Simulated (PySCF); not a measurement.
## Electric field gradients and quadrupole coupling constants

C4H9ClO2Si.
Cartesian coordinates in Å at the GFN2-xTB level; atoms count from 1:
```xyz
17
C4H9ClO2Si angstrom
Si     2.2716   -0.7498   -0.0153
O      1.1559    0.3017    0.5723
C     -0.0908    0.4201    0.0161
C     -0.3306    1.9048   -0.2490
Cl    -1.9474    2.1999   -0.8954
C     -1.2046   -0.3597    0.7386
C     -1.3114   -1.1367   -0.5741
O     -0.2406   -0.3794   -1.1539
H      3.3072   -0.4538    0.9637
H      1.7954   -2.1320    0.0702
H      2.6346   -0.4252   -1.3905
H      0.3944    2.2528   -0.9851
H     -0.2244    2.4615    0.6819
H     -2.0770    0.2228    1.0187
H     -0.8314   -0.9283    1.5855
H     -2.2395   -0.9866   -1.1301
H     -1.0686   -2.2000   -0.5261
```

Field gradients from the PBE0/pcSseg-1 density (PySCF, non-relativistic), principal values in atomic units, ordered |Vxx| ≤ |Vyy| ≤ |Vzz|:

| atom | Vxx | Vyy | Vzz |
| --- | --- | --- | --- |
| O2 | -0.4383 | -1.1688 | 1.6071 |
| Cl5 | -1.8718 | -2.0726 | 3.9444 |
| O8 | 0.1077 | 1.7041 | -1.8118 |

Task: Find the asymmetry η = (Vxx − Vyy)/Vzz and the couplings χ = eQV/h (234.96 MHz × Q in barn × V in au), with Q(17O) = −0.0256 b, Q(35Cl) = −0.0817 b.

Result: 
| atom | environment | nucleus | η | χzz (MHz) | χxx (MHz) | χyy (MHz) |
| --- | --- | --- | --- | --- | --- | --- |
| O2 | silyl ether oxygen | 17O | 0.45 | -9.67 | 2.64 | 7.03 |
| Cl5 | alkyl chlorine | 35Cl | 0.05 | -75.72 | 35.93 | 39.79 |
| O8 | cyclic ether oxygen | 17O | 0.88 | 10.90 | -0.65 | -10.25 |

Task: What is Vzz at Cl5 in SI units (1 au = 9.71736 × 10²¹ V/m²)?

Result: 3.9444 au = 38.329 × 10²¹ V/m².

Were the hydrogens deuterons (Q(2H) = 0.00286 b), χzz would run from 107 kHz (H10) to 211 kHz (H15).

Geometry: GFN2-xTB, one conformer, isolated molecule. GFN2-xTB bond lengths can be off by several hundredths of an ångström, more for odd bonds, and the gradients follow them. With so small a basis the couplings can be 20 % off.
